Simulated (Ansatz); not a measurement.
`C[Se]P` + `[InH3]` → `C[Se][InH2]` + PH₃ at 600 K and 1 bar (formal exchange of groups at the Se–P bond).

Gas-phase electronic energies from Ansatz, PBE0-D4/def2-TZVP geometries. CCSD(T)/CBS is the MP2 limit (def2-TZVPP, def2-QZVPP) plus CCSD(T) − MP2 in def2-TZVPP, frozen cores. This one scheme is used for every species. Elements past krypton have def2 core potentials. For In, Se outer-core shells are correlated without core-valence functions, which leaves a few kJ/mol of doubt a bond. Scalar relativity is left out up to krypton. One conformer a species, not always the lowest.

| species | CCSD(T)/CBS energy (Eh) | H − E (kJ/mol) | S (J/(mol·K)) |
| --- | --- | --- | --- |
| `C[Se]P` | -2782.70431 | 192.9 | 391.6 |
| `[InH3]` | -191.56739 | 71.1 | 266.1 |
| `C[Se][InH2]` | -2631.58862 | 182.5 | 424.0 |
| PH₃ | -342.72256 | 86.3 | 240.2 |

H − E and S are ideal-gas, rigid-rotor, harmonic terms from PBE0-D4/def2-TZVP, for one conformer and one mirror image of each species. 1 Eh = 2625.50 kJ/mol, R = 8.31446 J/(mol·K).

Question: By hand: ΔE, ΔH, ΔS and ΔG.

Answer: ΔE = (-2631.58862) + (-342.72256) − (-2782.70431) − (-191.56739) = -0.03948 Eh = -103.7 kJ/mol. Δ(H − E) = 182.5 + 86.3 − 192.9 − 71.1 = 4.8, so ΔH = -98.9 kJ/mol. ΔS = 424.0 + 240.2 − 391.6 − 266.1 = 6.5 J/(mol·K). ΔG = -98.9 − 600 × (6.5)/1000 = -102.8 kJ/mol.

Question: By hand: the equilibrium constant, and the temperature at which ΔG would vanish if ΔH and ΔS stayed fixed.

Answer: log₁₀ K = −ΔG/(RT ln 10) = 8.9. ΔH and −TΔS have one sign here, so there is no such temperature.

The number of gas molecules stays the same, so ΔS is small and ΔH decides. A doubt of 5 kJ/mol in ΔE shifts log₁₀ K by 0.4 here. Other conformers and mirror images would add mixing entropy, several J/(mol·K) or more a flexible species. Modes under 60 cm⁻¹, often nearly free rotors, make the harmonic entropy too high. These are equilibria of isolated gas molecules and say nothing of rates. Largest T1 diagnostic: 0.014 (customary marks: 0.02 for closed shells, 0.045 for open ones).

ΔS is within the doubt of such terms, so its sign, and with it that verdict, could turn.
